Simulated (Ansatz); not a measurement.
**Energy profile**

The step: ZnHCl ([Cl][ZnH]) + HF + HF → ZnClF + HF + H₂; bonds formed: Zn1–F5, H2–H6, H4–F7; bonds broken: Zn1–H2, H4–F5, H6–F7 (atoms numbered as in the saddle structure below).

Zn1  (-0.795, -0.130, -0.713)
H2  (0.896, -0.232, -0.928)
Cl3  (-2.438, -0.360, -2.009)
H4  (0.375, 0.285, 1.361)
F5  (-0.750, 0.285, 1.197)
H6  (1.219, -0.049, -0.043)
F7  (1.493, 0.199, 1.135)
(Å)

Electronic energies by CCSD(T) at an estimated basis limit (MP2 extrapolated from triple and quadruple zeta, plus CCSD(T) − MP2 in triple zeta), on PBE0-D4/def2-TZVP structures; ZnH3ClF2, closed shell; no counterpoise correction. Program: Ansatz 0.2.0. Basis: def2-TZVPP and def2-QZVPP. Cores are frozen in the correlated methods. The 3s and 3p shells of Cu and Zn are frozen; filled d shells are correlated. Extrapolation: Hartree–Fock as exp(−7.88 √X), correlation as X^−2.97.

Task: Give the profile in kJ/mol, counted from the separated reactants. (Judge from chemistry; the value comes from the calculation.)

Result: The calculation gives:
```
                                                                                                        point  kJ/mol
  separated: ZnHCl (linked as [Cl][ZnH]; Zn1, H2, Cl3; singlet) + HF (H4, F5; singlet) + HF (H6, F7; singlet)     0.0
                                                                                              start structure   -55.2
                                                                                                       saddle    -9.7
                                                                                                end structure   -84.9
separated: ZnClF (linked as [F][Zn][Cl]; Zn1, Cl3, F5; singlet) + H2 (H2, H6; singlet) + HF (H4, F7; singlet)   -39.8
```
The saddle lies below the separated reactants: the barrier is submerged.

The T1 diagnostic stays at or below 0.016.

For scale, one of the runs: CCSD(T)/def2-TZVPP, 210 basis functions, launched by `ansatz run in.yaml --threads 8 --pin off --events-out ev --progress --plain --max-ram 19148MiB`. Time: 28 s of wall clock on 8 CPU threads of an Intel Xeon Platinum 8488C; the host was shared. Peak host memory: 3 GiB.
